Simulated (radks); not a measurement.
All-electron atom: Xe47+ in [He] 2s2 2p3. Method: Dirac Kohn-Sham, LB94 model potential, spin-unpolarised, spherical densities, finite nucleus; open shells fill j = l - 1/2 first; Fermi nuclear charge, rms radius 4.7859 fm; computed with a radial shooting solver on a logarithmic mesh with Libxc functionals. Some entries of the table are withheld. Estimate them.

orbital,occ.,eigenvalue (eV),<r^2> (bohr^2)
1s1/2,2,-38533.76,0.0009556
2s1/2,2,-8911.656,(1)
2p1/2,2,-8704.980,(2)
2p3/2,1,-8343.859,(3)
3s1/2,0,-3800.599,(4)
3p1/2,0,(5),0.06706
3p3/2,0,(6),0.07117

Answer. 
(1) 2s1/2 <r^2> (bohr^2): 0.01424
(2) 2p1/2 <r^2> (bohr^2): 0.01030
(3) 2p3/2 <r^2> (bohr^2): 0.01140
(4) 3s1/2 <r^2> (bohr^2): 0.07530
(5) 3p1/2 eigenvalue (eV): -3736.021
(6) 3p3/2 eigenvalue (eV): -3633.815
